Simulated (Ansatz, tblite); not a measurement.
Forces on ZnN₄O₂H₁₄ (relaxed from a model of trans-Zn(OH)2(NH3)4, whose bonding it doesn't keep) at its B3LYP-D4/def2-SVP geometry. Charge 0, multiplicity 1.

The xTB rows come from tblite. In the singlet geometry the species has come apart into loosely held pieces.

GFN1-xTB (tblite), largest force 1.00 eV/Å:

```xyz
21
positions Å, forces eV/Å
N     0.521   -2.116    0.805   -0.180   -0.692    0.497
N     0.934    3.027   -0.406   -0.468    0.470    0.436
N     1.805    0.456   -1.296    0.640    0.554   -0.380
N    -2.234   -1.588    1.113   -0.318    0.461   -0.421
O    -0.477    0.980    0.935    0.395   -0.526    0.136
O    -1.095   -1.127   -1.548    0.315    0.631    0.141
Zn    0.123   -0.360   -0.314   -0.839    0.087   -0.183
H    -0.058    0.879    1.800   -0.227    0.109   -0.326
H    -1.705   -0.457   -1.883    0.173   -0.283    0.055
H     0.676   -2.930    0.207   -0.168    0.469    0.331
H    -0.458   -2.190    1.175    0.959    0.032   -0.289
H     1.178   -2.168    1.584   -0.446    0.008   -0.352
H     0.310    2.432    0.188    0.488    0.567   -0.458
H     0.326    3.621   -0.974    0.228   -0.402    0.178
H     1.439    3.660    0.217   -0.157   -0.415   -0.215
H     1.684    1.485   -1.123    0.127   -0.927   -0.209
H     1.746    0.283   -2.301   -0.042    0.210    0.576
H     2.744    0.187   -0.998   -0.529    0.228   -0.114
H    -2.117   -0.595    1.349   -0.113   -0.546   -0.008
H    -3.171   -1.876    1.394    0.398    0.116   -0.164
H    -2.172   -1.602    0.079   -0.237   -0.149    0.768
```

GFN2-xTB (tblite), largest force 0.75 eV/Å:

```
N -0.152 -0.292 0.283
N -0.175 0.148 0.185
N 0.323 0.344 -0.181
N 0.030 0.221 -0.229
O 0.463 -0.398 0.089
O 0.091 0.706 0.223
Zn -0.691 0.065 -0.042
H -0.228 0.079 -0.502
H 0.307 -0.344 0.115
H -0.115 0.308 0.184
H 0.474 0.022 -0.208
H -0.226 -0.025 -0.174
H 0.271 0.232 -0.302
H 0.143 -0.277 0.169
H -0.156 -0.251 -0.118
H -0.002 -0.439 -0.065
H -0.009 0.130 0.325
H -0.315 0.123 -0.064
H -0.126 -0.384 -0.012
H 0.225 0.137 -0.153
H -0.130 -0.106 0.477
```

PBE-D4/def2-TZVP (Ansatz), largest force 0.25 eV/Å:

```
N 0.093 -0.130 -0.004
N 0.005 0.173 -0.038
N 0.094 -0.068 -0.083
N -0.074 -0.026 0.072
O -0.123 0.142 0.019
O -0.032 -0.175 -0.124
Zn 0.247 0.019 0.030
H 0.059 -0.015 0.172
H -0.095 0.103 -0.143
H 0.028 -0.010 -0.048
H -0.093 -0.024 0.077
H 0.036 0.051 0.003
H -0.040 -0.055 0.063
H -0.003 0.012 -0.056
H 0.046 0.001 0.009
H -0.008 0.101 0.014
H -0.040 -0.031 -0.030
H -0.002 -0.042 0.050
H -0.006 0.061 0.063
H -0.031 -0.045 0.025
H -0.062 -0.044 -0.073
```
